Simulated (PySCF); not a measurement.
A structure optimised at r2SCAN-D4/def2-TZVP, used in a PySCF frequency run:

```
Si
H 1 1.4875
H 1 1.4892 2 107.85
H 1 1.4905 2 107.59 3 115.31
In 1 2.5712 2 113.45 4 121.30
H 5 1.7268 1 122.26 2 -9.53
H 5 1.7281 6 117.63 1 179.40
```
Charge 0, spin multiplicity 1.

Problem. Write its SMILES and formula.

Solution. [SiH3][InH2], H5InSi

Problem. What are its rotational constants (standard atomic weights)?

Solution. 49.467, 2.8648, 2.7947 GHz
